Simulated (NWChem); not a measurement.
A series in which one site is exchanged, each optimised at PBE0/def2-SVP with NWChem, gas phase unless a solvent is named. For some, no frequency run checked for a minimum. def2 effective core potentials on In, I; no spin-orbit coupling.

A: [Cl][InH2] (InH2Cl; site = Cl)
B: [InH3] (InH$_{3}$; site = H)
C: [Br][InH2] (InH₂Br; site = Br)
D: [InH2][I] (InH$_{2}$I; site = I)

Values for A:

dipole (D), PBE0/def2-SVP: 2.80
orbital gap (eV), PBE0/def2-SVP: 6.11
vertical ionisation energy, ΔSCF, CAM-B3LYP/def2-SVP (eV): 10.53
lowest singlet excitation, CAM-B3LYP/def2-SVPD, TDA (eV): 5.03

**Question.** How do these values change for the other members?

**Answer.** 
```tsv
change from A	B	C	D
dipole (D), PBE0/def2-SVP	-2.80	-0.11	-0.35
orbital gap (eV), PBE0/def2-SVP	+0.15	-0.40	-0.98
vertical ionisation energy, ΔSCF, CAM-B3LYP/def2-SVP (eV)	+0.13	-0.40	-1.07
lowest singlet excitation, CAM-B3LYP/def2-SVPD, TDA (eV)	-0.14	-0.33	-0.83
```
